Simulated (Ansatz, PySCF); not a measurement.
C₃H₅BFNO, SMILES C/N=C/B(F)C=O. Atoms are numbered in the order given.

```xyz
12

C      2.8972     0.2897    -0.8517
N      1.6870    -0.4069    -0.5027
C      0.6140     0.2651    -0.3168
B     -0.7120    -0.4711     0.0627
F     -0.7629    -1.7845     0.2002
C     -2.0710     0.3587     0.3003
O     -2.0934     1.5689     0.1890
H      2.7837     1.3897    -0.9305
H      3.6728     0.0553    -0.1023
H      3.2743    -0.1082    -1.8097
H      0.6010     1.3713    -0.4195
H     -3.0122    -0.1960     0.5740
```
Charge 0, spin multiplicity 1.

The structure is a stationary point at B3LYP-D3(BJ)/def2-SVP. The structure was generated by enumeration; whether it is a known compound was not checked. The values are those of a single conformer.

Two levels are set side by side: PBE-D3(BJ)/def2-SVP (Ansatz, an electronic-structure program) and B3LYP-D3(BJ)/def2-SVP (Ansatz). Each level has its own optimised geometry; the coordinates shown are those of the second. Frequencies come from the Hessian of PySCF at each geometry. Differences are taken from unrounded values.

```csv
quantity,B3LYP-D3(BJ),PBE-D3(BJ),PBE-D3(BJ) minus B3LYP-D3(BJ)
mean bond length (Å),1.271,1.279,0.008
bond C1–N2 (Å),1.439,1.438,-0.001
bond N2–C3 (Å),1.280,1.290,0.011
bond C3–B4 (Å),1.563,1.567,0.003
bond B4–F5 (Å),1.322,1.331,0.010
bond B4–C6 (Å),1.610,1.615,0.005
bond C6–O7 (Å),1.216,1.225,0.010
bond C1–H8 (Å),1.109,1.118,0.009
bond C1–H9 (Å),1.104,1.112,0.008
bond C1–H10 (Å),1.104,1.112,0.008
bond C3–H11 (Å),1.111,1.122,0.010
bond C6–H12 (Å),1.126,1.138,0.012
highest harmonic wavenumber (cm⁻¹),3088,3025,-63
mean harmonic wavenumber (cm⁻¹),1228,1190,-39
zero-point energy (kcal/mol),52.68,51.02,-1.66
```

GGA bonds tend to be longer and softer than those of functionals with exact exchange. Differences between two approximate levels are no errors against the true value.
